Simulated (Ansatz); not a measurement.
Reading a saddle point

A first-order saddle point of CH₅BrZn, closed shell, PBE0-D4/def2-TZVP, with one imaginary mode of 522i cm⁻¹:

```tsv
atom	x (Å)	y (Å)	z (Å)
Zn1	-0.2419	-0.4309	-0.3390
H2	-0.8845	-1.1895	-1.6457
C3	0.4292	0.0322	1.4122
H4	-0.7028	-0.1790	-2.1768
Br5	-0.2787	1.3682	-2.4984
H6	-0.2496	0.7441	1.8860
H7	1.4085	0.5031	1.3120
H8	0.5196	-0.8482	2.0496
```

Program: Ansatz 0.2.0. Basis: def2-TZVPP and def2-QZVPP. Cores are frozen in the correlated methods. The 3s and 3p shells of Cu and Zn are frozen; filled d shells are correlated. The def2 sets are not built for correlating such inner shells, so the correlated values are less sure here. Extrapolation: Hartree–Fock as exp(−7.88 √X), correlation as X^−2.97.

Question: Which contacts change along the imaginary mode, and what lies on either side? (Judge from chemistry; the calculation decides.)

Answer: Computed: The step is CH₄Zn ([CH3][ZnH]) + HBr → CH₃BrZn ([CH3][Zn][Br]) + H₂, with the molecules in contact on both sides. Shortening one way: Zn1–Br5, H2–H4; lengthening the same way: Zn1–H2, H4–Br5.
| pair | one side (Å) | saddle (Å) | other side (Å) |
| --- | --- | --- | --- |
| Zn1–Br5 | 4.13 | 2.81 | 2.25 |
| H2–H4 | 1.69 | 1.16 | 0.75 |
| Zn1–H2 | 1.56 | 1.64 | 3.21 |
| H4–Br5 | 1.44 | 1.64 | 3.47 |

Question: Which side is lower, and how far does the saddle lie above each? (An estimate is asked for; the value comes from the calculation.)

Answer: The calculation gives: The side with Zn1–Br5, H2–H4 short is lower by 34.28 kcal/mol; the saddle lies 40.09 kcal/mol above it and 5.81 kcal/mol above the other (CCSD(T) at an estimated basis limit (MP2 extrapolated from triple and quadruple zeta, plus CCSD(T) − MP2 in triple zeta); electronic energies).

T1 diagnostic: at most 0.012.

Labels in which every atom is bracketed show which atoms are joined, not bond orders.

For scale, one of the runs: CCSD(T)/def2-TZVPP, 213 basis functions, launched by `ansatz run in.yaml --threads 8 --pin off --events-out ev --progress --plain --max-ram 19148MiB`. Time: 16 s of wall clock on 8 CPU threads of an Intel Xeon 6975P-C; the host was shared. Peak host memory: 3.2 GiB.
